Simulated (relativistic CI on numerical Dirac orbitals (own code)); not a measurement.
**Hyperfine structure of Tm XXIV, mass number 169**

Calculated at this level of theory: Dirac-Coulomb-Breit CI, separate exchange-only KLI orbitals for each configuration, model QED (radiative potential, 1s self-energy scaled to tabulated hydrogen-like ionisation energies), unscaled Slater integrals (own radial code, finite nucleus).

CI space (outside the closed core [Ar] 3d10): 4s²4p⁶4d¹⁰, 4s²4p⁶4d⁹4f, 4s²4p⁵4d¹⁰4f, 4s²4p⁶4d⁹5s, 4s4p⁶4d¹⁰4f, 4s²4p⁶4d⁹5p, 4s²4p⁶4d⁹5d, 4s²4p⁵4d¹⁰5s, 4p⁶4d¹⁰4f², 4p⁶4d⁹4f³, 4p⁵4d¹⁰4f³, 4p⁶4d⁹4f²5s, 4p⁶4d⁹4f²5p, 4p⁶4d⁹4f²5d. Double excitations out of closed p, d and f shells are left out; levels of such configurations are missing from the list, as are those of other unlisted configurations, and high levels can miss mixing partners. These lack a partner that the ground configuration has and come out too high: 4s²4p⁵4d¹⁰5s.

Nuclear spin I = 1/2, μ = -0.231 μN (tables of Stone and Pyykkö). The electronic factors are computed for point nuclear moments, without core polarisation or the Bohr-Weisskopf and QED corrections.

| Level | E (cm⁻¹) | A (MHz) |
| --- | --- | --- |
| 4s²4p⁶4d⁹4f ³P°1 | 1341812 | -727.2 |
| 4s²4p⁶4d⁹4f ³P°2 | 1367501 | -600.3 |
| 4s²4p⁶4d⁹4f ³H°5 | 1378460 | -2210 |
| 4s²4p⁶4d⁹4f ³H°6 | 1383482 | -1696 |
| 4s²4p⁶4d⁹4f ³F°3 | 1398631 | -1971 |
| 4s²4p⁶4d⁹4f ³F°4 | 1416587 | -1626 |
| 4s²4p⁶4d⁹4f ³G°5 | 1429573 | -1688 |
| 4s²4p⁶4d⁹4f ³D°1 | 1434837 | 1191 |

Levels with J = 0, under 50 % of one LS term, or S terms without an open s electron are left out. Small factors come from cancelling terms and can be off by tens of per cent or more.

At this charge energies of transitions that change n are usually good to better than 1 %, and those within a shell (Δn = 0) to a few per cent.

(1) Give the hyperfine levels of 4s²4p⁶4d⁹4f ³H°5 relative to its centre of gravity.

## Answers

(1) With K = F(F + 1) − I(I + 1) − J(J + 1), E = AK/2: F = 9/2: 6631, F = 11/2: -5526 MHz.

LS names give the leading component of a level, which can be under half, so a name can repeat, a term be missing and a line seem to break the LS rules.
